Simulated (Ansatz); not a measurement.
Isolated molecules relaxed with PBE0-D4/def2-TZVP in Ansatz; ΔE leaves out vibrations. CBS: MP2 limit from def2 TZ/QZ plus the TZ coupled-cluster correction, frozen cores. This one scheme is used for every species. DFT in def2-TZVPP. def2 core potentials past Kr. For Ga, Te outer-core shells are correlated without core-valence functions, which leaves a few kJ/mol of doubt a bond. Scalar relativity is left out up to krypton.

`[CH3][Ga]([CH3])[TeH]` + H–F → `[CH3][Ga]([CH3])[F]` + H₂Te  (ligand exchange at a Ga–Te bond)

```csv
species,ωB97M-V energy (Eh)
`[CH3][Ga]([CH3])[TeH]`,-2273.18800
H–F,-100.46072
`[CH3][Ga]([CH3])[F]`,-2104.47298
H₂Te,-269.17268
```

Work out ΔE.

ΔE = (-2104.47298) + (-269.17268) − (-2273.18800) − (-100.46072) = 0.00306 Eh = +8.0 kJ/mol. CCSD(T)/CBS gives +23.5 kJ/mol.

Largest T1 diagnostic among the species: 0.012.

At CCSD(T), def2-SVP lies −26.9 kJ/mol from the extrapolated value and def2-TZVPP −8.3 kJ/mol. The D4 term adds +10.9 kJ/mol with B3LYP and +6.2 kJ/mol with PBE0; it sums over pairs of atoms, weighted by their polarisabilities, and B3LYP, whose exchange is more repulsive, gets the larger term. From PBE to PBE0 (25 % exact exchange), in def2-TZVPP and without D4, ΔE moves by +5.6 kJ/mol.

B3LYP here is the variant with VWN-RPA as its local correlation; programs differ in this.
